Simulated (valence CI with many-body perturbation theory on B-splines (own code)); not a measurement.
Results of a calculation; reference values are marked as such.
**Energy levels of V XI**

Level of theory: configuration interaction combined with many-body perturbation theory (CI+MBPT): three valence electrons over a frozen Dirac-Fock core [Ne], radial functions for each j: 9 s, 9 p, 8 d, 6 f, 3 g, 1 h, with the one-electron correlation potential Σ1 (screened to all orders), the two-electron term Σ2, the three-electron term Σ3, Breit, model QED; selected single and double excitations, second order for the rest, scaled by the run's own slope (own B-spline code, finite nucleus).

No measured spectrum was set against this ion. As an estimate, levels of excited configurations hold to 0.05 to 0.15 % of their energy, terms of the ground configuration to about 0.5 %.

Levels 1 to 32 of 32, with energies above the lowest level, 3s²3p ²P°_1/2. "Leading %" is the weight of the configuration and term that name the level; weights of strongly mixed levels are sums over their largest components and can fall short, so below about 35 % the name and the second component can differ from the true leading terms, or belong to a minority configuration. In the jj column 3d3/2^4 stands for four electrons in 3d with j = 3/2.

| No. | Configuration | Term | J | E (cm⁻¹) | Leading % | Leading jj | g |
| --- | --- | --- | --- | --- | --- | --- | --- |
| 1 | 3s²3p | ²P° | 1/2 | 0 | 97 | 3s^2 3p1/2 (97 %) | 0.665 |
| 2 | 3s²3p | ²P° | 3/2 | 9704 | 97 | 3s^2 3p3/2 (97 %) | 1.333 |
| 3 | 3s3p² | ⁴P | 1/2 | 176020 | 99 | 3s 3p1/2^2 (50 %) | 2.666 |
| 4 | 3s3p² | ⁴P | 3/2 | 179750 | 99 | 3s 3p1/2 3p3/2 (90 %) | 1.733 |
| 5 | 3s3p² | ⁴P | 5/2 | 184910 | 98 | 3s 3p3/2^2 (58 %) | 1.597 |
| 6 | 3s3p² | ²D | 3/2 | 233000 | 86 | 3s 3p1/2 3p3/2 (61 %) | 0.801 |
| 7 | 3s3p² | ²D | 5/2 | 233800 | 86 | 3s 3p1/2 3p3/2 (50 %) | 1.203 |
| 8 | 3s3p² | ²S | 1/2 | 289190 | 89 | 3s 3p3/2^2 (49 %) | 1.883 |
| 9 | 3s3p² | ²P | 1/2 | 307100 | 87 | 3s 3p1/2 3p3/2 (58 %) | 0.788 |
| 10 | 3s3p² | ²P | 3/2 | 312200 | 96 | 3s 3p3/2^2 (58 %) | 1.332 |
| 11 | 3s²3d | ²D | 3/2 | 376930 | 85 | 3s^2 3d3/2 (85 %) | 0.799 |
| 12 | 3s²3d | ²D | 5/2 | 377720 | 86 | 3s^2 3d5/2 (86 %) | 1.200 |
| 13 | 3p³ | ²D° | 3/2 | 453020 | 67 | 3p1/2^2 3p3/2 (30 %) | 0.814 |
| 14 | 3p³ | ²D° | 5/2 | 454400 | 69 | 3p1/2 3p3/2^2 (69 %) | 1.200 |
| 15 | 3p³ | ⁴S° | 3/2 | 463790 | 97 | 3p1/2 3p3/2^2 (61 %) | 1.982 |
| 16 | 3p³ | ²P° | 1/2 | 505940 | 79 | 3p1/2 3p3/2^2 (79 %) | 0.665 |
| 17 | 3p³ | ²P° | 3/2 | 506880 | 72 | 3p3/2^3 (50 %) | 1.302 |
| 18 | 3s3p3d | ⁴F° | 3/2 | 507920 | 95 | 3s 3p1/2 3d3/2 (77 %) | 0.436 |
| 19 | 3s3p3d | ⁴F° | 5/2 | 509930 | 99 | 3s 3p1/2 3d3/2 (37 %) | 1.029 |
| 20 | 3s3p3d | ⁴F° | 7/2 | 512900 | 99 | 3s 3p1/2 3d5/2 (39 %) | 1.239 |
| 21 | 3s3p3d | ⁴F° | 9/2 | 516960 | 100 | 3s 3p3/2 3d5/2 (100 %) | 1.333 |
| 22 | 3s3p3d | ⁴P° | 5/2 | 547850 | 74 | 3s 3p1/2 3d5/2 (83 %) | 1.537 |
| 23 | 3s3p3d | ⁴P° | 3/2 | 549510 | 50 | 3s 3p1/2 3d3/2 (40 %) | 1.468 |
| 24 | 3s3p3d | ⁴D° | 1/2 | 550790 | 78 | 3s 3p1/2 3d3/2 (58 %) | 0.573 |
| 25 | 3s3p3d | ⁴P° | 1/2 | 554700 | 78 | 3s 3p3/2 3d3/2 (96 %) | 2.094 |
| 26 | 3s3p3d | ⁴D° | 3/2 | 555280 | 51 | 3s 3p3/2 3d3/2 (83 %) | 1.459 |
| 27 | 3s3p3d | ⁴D° | 7/2 | 555390 | 99 | 3s 3p3/2 3d5/2 (69 %) | 1.428 |
| 28 | 3s3p3d | ⁴D° | 5/2 | 555590 | 76 | 3s 3p3/2 3d3/2 (55 %) | 1.422 |
| 29 | 3s3p3d | ²D° | 3/2 | 567480 | 80 | 3s 3p3/2 3d5/2 (34 %) | 0.805 |
| 30 | 3s3p3d | ²D° | 5/2 | 567640 | 78 | 3s 3p3/2 3d5/2 (52 %) | 1.210 |
| 31 | 3s3p3d | ²F° | 5/2 | 593110 | 98 | 3s 3p1/2 3d5/2 (45 %) | 0.858 |
| 32 | 3s3p3d | ²F° | 7/2 | 600810 | 98 | 3s 3p3/2 3d5/2 (65 %) | 1.143 |

Names give the largest LS component (configuration and term), which can be under half, so a name can repeat, a term be missing and a line seem to break the LS rules; names also repeat where a configuration has a term twice.

Where two levels of one J and parity lie close, their mixing, g and order are uncertain.

The ionisation energy to 3s² ¹S0 of the next ion comes out as 255.96 eV (NIST: 254.8 ± 0.4 eV (semi-empirical), further off than twice its uncertainty). All 32 levels together are meant to be complete up to 616810 cm⁻¹.
